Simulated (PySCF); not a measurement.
Excitations are Tamm–Dancoff values on a coarser integration grid. The basis has no diffuse functions, so Rydberg states are missing or too high.

Cartesian coordinates (Å):
```xyz
7

S      1.4662    -1.1005    -0.4378
Ge    -0.0030     0.5428    -0.1054
S     -2.0238    -0.1949    -0.6378
H      2.2285    -0.7432     0.6103
H      0.2315     1.7245    -1.0528
H      0.0940     0.9689     1.3660
H     -1.9934    -1.1977     0.2574
```
Charge 0, multiplicity 1.

**Question.** Predict the S1 oscillator strength, LUMO, HOMO, S1–T1 gap (TDA) and S1 excitation (TDA) from PySCF with r2SCAN-D4/def2-TZVP.

**Answer.** 
```
Property                  Result
----------------------  --------
S1 oscillator strength     0.019
LUMO                    -1.11 eV
HOMO                    -6.44 eV
S1–T1 gap (TDA)          0.54 eV
S1 excitation (TDA)      5.49 eV
```
